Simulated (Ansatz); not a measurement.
Computed with Ansatz on PBE0-D4/def2-TZVP structures; ΔE is electronic, products minus reactants. CCSD(T)/CBS adds triple-zeta CCSD(T) − MP2 to the extrapolated MP2 energy (def2 sets, frozen cores). DFT in def2-TZVPP. For Ge outer-core shells are correlated without core-valence functions, which leaves a few kJ/mol of doubt a bond. Scalar relativity is left out up to krypton. One conformer a species, not always the lowest.

Reaction (silylene formation by 1,1-elimination): `CO[SiH](Cl)[GeH3]` → `[Cl][GeH3]` + `CO[SiH]`

```tsv
level	ΔE (eV)
r2SCAN0	2.49
CCSD/CBS(def2)	2.31
```

Question: What does CCSD(T)/CBS give? (Estimate.)

Answer: Computed: +2.33 eV. The listed levels differ from it by 0.16, -0.02 eV.

Largest T1 diagnostic among the species: 0.015.

From BLYP to BHLYP (50 % exact exchange), in def2-TZVPP and without D4, ΔE moves by +0.32 eV. Leaving LDA and LC-ωPBE aside and taking each functional with its dispersion term where it has one, the values, not all of them listed here, spread over 0.45 eV, from BLYP-D4 to r2SCAN0-D4. LDA lies +0.36 eV from PBE without D4.
